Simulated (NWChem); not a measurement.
# Ionisation of iodine (I$_{2}$)

SMILES: II
```xyz
2

I      0.0000     0.0000     1.3412
I      0.0000     0.0000    -1.3412
```
Charge 0, spin multiplicity 1.

All runs are NWChem calculations. The geometry was optimised at PBE0/def2-SVP with def2 effective core potentials on I, a minimum by its harmonic frequencies.

Basis set: def2-TZVP. −ε marks an orbital energy of the parent.

Effective core potentials replace the inner electrons of I; spin-orbit coupling is left out. B3LYP has NWChem's definition, with VWN1-RPA local correlation.

Q: One of these methods gave a first vertical ionisation energy of 9.83 eV. Which?
A. −ε(HOMO) of PBE0
B. −ε(HOMO) of HF
C. −ε(HOMO) of PBE
D. −ε(HOMO) of B3LYP

A: B, −ε(HOMO) of HF. The others give 6.25 (−ε(HOMO) of PBE), 7.12 (−ε(HOMO) of B3LYP), 7.37 (−ε(HOMO) of PBE0).
